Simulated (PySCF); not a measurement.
A structure optimised at B3LYP-D3(BJ)/def2-SVP, used in a PySCF frequency run:

```
B
N 1 1.4049
H 2 1.0157 1 117.75
C 2 1.4478 3 113.47 1 -179.88
H 4 1.0980 2 110.12 3 -179.93
H 4 1.1052 5 107.54 2 -122.32
H 4 1.1052 5 107.53 6 -115.38
C 1 1.5857 2 118.89 3 0.01
H 8 1.1031 1 114.77 2 -0.23
H 8 1.1051 9 107.83 1 123.26
H 8 1.1051 9 107.83 10 113.53
C 1 1.5910 2 120.57 3 -179.88
H 12 1.1009 1 112.47 2 -178.68
H 12 1.1046 13 107.35 1 -123.33
H 12 1.1049 13 107.26 14 -113.82
```

Q: Write its SMILES and formula.

A: CNB(C)C, C3H10BN

Q: What are its rotational constants (standard atomic weights)?

A: 7.1018, 3.4383, 2.4218 GHz
